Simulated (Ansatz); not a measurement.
Geometry optimisation, RKS PBE-D4/def2-TZVP (Ansatz 0.2.0).

input.yaml

```yaml
crystal:
  periodic: [false, false, false]
  atoms:
    - { symbol: Zn, position_ang: [0.0, 0.0, 0.0] }
    - { symbol: Cl, position_ang: [0.0, 0.0, 2.24] }
    - { symbol: Cl, position_ang: [0.0, 0.0, -2.24] }
basis:
  gaussian: { orbitals: def2-TZVP }
hamiltonian:
  xc: pbe
  dispersion: d4
relax:
  f_tol: 0.02
  max_steps: 40
```

Run as:

```bash
$ ansatz run input.yaml --threads 2 --pin off --max-ram 3072MiB --backend cpu --events-out ev --progress --plain --runs-dir out
```

Where does it end, and by what steps?

It converged. After 3 steps the energy has fallen by 0.278 eV; Cl2 moved furthest, 0.15 Å.

```json
{"step": "0", "energy less start (eV)": "0.0000", "largest force component (eV/Å)": "1.655", "accepted": "yes"}
{"step": "1", "energy less start (eV)": "-0.2471", "largest force component (eV/Å)": "0.645", "accepted": "yes"}
{"step": "2", "energy less start (eV)": "-0.2750", "largest force component (eV/Å)": "0.219", "accepted": "yes"}
{"step": "3", "energy less start (eV)": "-0.2780", "largest force component (eV/Å)": "0.001", "accepted": "yes"}
```

```xyz
3
Properties=species:S:1:pos:R:3
Zn 0.000 0.000 0.000
Cl 0.000 0.000 2.090
Cl 0.000 0.000 -2.090
```

Whether the end is a true minimum wasn't checked by a vibrational analysis.

The run took 5.9 s on 2 threads of Arm Neoverse V2, on a shared host, peak memory 0.16 GiB.
